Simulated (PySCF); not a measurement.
Compound: C5H17AlO2Si.
SMILES: `C[Si]([O][AlH2-][O+](C)C)(C)C`

Torsions of this conformer, `[CH3:1][O+:2]([CH3:3])[AlH2-:4][O:5][Si:6]([CH3:7])([CH3:8])[CH3:9]`: C1–O2–Al4–O5 -39°, O2–Al4–O5–Si6 -131°, Al4–O5–Si6–C7 35°.

The closed-shell ground state was solved at several levels (PySCF, density fitting, gas phase, non-relativistic). The structure is a single PBE0-D3(BJ)/def2-SVP conformer in the gas phase; no vibrational or solvent corrections.

```csv
level,basis functions,total energy (Eh),HOMO (eV),LUMO (eV),gap (eV),dipole (D)
HF/pcSseg-1,252,-879.8740,-10.28,3.48,13.76,5.07
PBE0/pcSseg-1,252,-882.5595,-7.06,0.67,7.73,4.79
```

Problem. What might PBE0/def2-SVPD (330 basis functions) give for the same quantities?

Solution. Total energy -882.2141 Eh, HOMO -7.05 eV, LUMO 0.19 eV, gap 7.24 eV, dipole 4.63 D.

Problem. Over all these levels, which gives the widest orbital gap and which the narrowest?

Solution. HF/pcSseg-1 (Hartree–Fock, all exact exchange) has the widest, 13.76 eV, and PBE0/def2-SVPD (global hybrid, 25 % exact exchange) the narrowest, 7.24 eV. Functional and basis both differ between the two, so the spread mixes both effects. The HOMO need not be the same orbital at Hartree–Fock and at DFT levels.

Problem. How far do the dipole and the HOMO energy spread over the levels?

Solution. The dipole runs from 4.63 to 5.07 D (mean 4.83 D) and the HOMO from -10.28 to -7.05 eV.
